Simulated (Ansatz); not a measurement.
`C[O][InH2]` and `C[O][Au]` differ in one atom or group.

Ansatz, PBE0-D4/def2-TZVP geometries, multiplicity 1. 

Elements past krypton have def2 core potentials.

```
                                                                                  property  `C[O][InH2]`
                                                        LUMO energy (PBE0/def2-TZVPP) / eV         -1.52
                                            zero-point energy (PBE0-D4/def2-TZVP) / kJ/mol         138.9
                                                        HOMO energy (PBE0/def2-TZVPP) / eV         -7.29
ideal-gas entropy at 298 K and 1 bar (rigid rotor, harmonic PBE0-D4/def2-TZVP) / J/(mol·K)           319
                                            size of the dipole moment (PBE/def2-TZVPP) / D          1.38
                                                     LUMO energy (ωB97M-V/def2-TZVPP) / eV         -0.11
```

Task: Give the same properties after the change, and the shifts. (An estimate is asked.)

Result: Ansatz gave: 
```
                                                                                  property  `C[O][Au]`  shift
                                                        LUMO energy (PBE0/def2-TZVPP) / eV       -3.24  -1.72
                                            zero-point energy (PBE0-D4/def2-TZVP) / kJ/mol       107.0  -31.9
                                                        HOMO energy (PBE0/def2-TZVPP) / eV       -7.01   0.28
ideal-gas entropy at 298 K and 1 bar (rigid rotor, harmonic PBE0-D4/def2-TZVP) / J/(mol·K)         297    -22
                                            size of the dipole moment (PBE/def2-TZVPP) / D        1.59   0.21
                                                     LUMO energy (ωB97M-V/def2-TZVPP) / eV       -1.38  -1.27
```

With PBE0 the HOMO rises by 0.28 eV and the LUMO falls by 1.72 eV, so the gap narrows by about 2.00 eV. PBE moves the HOMO by 0.27 eV and ωB97M-V by 0.45 eV. The zero-point energy changes by -31.9 kJ/mol with -6 modes. Dipoles are sizes alone; their direction can turn.
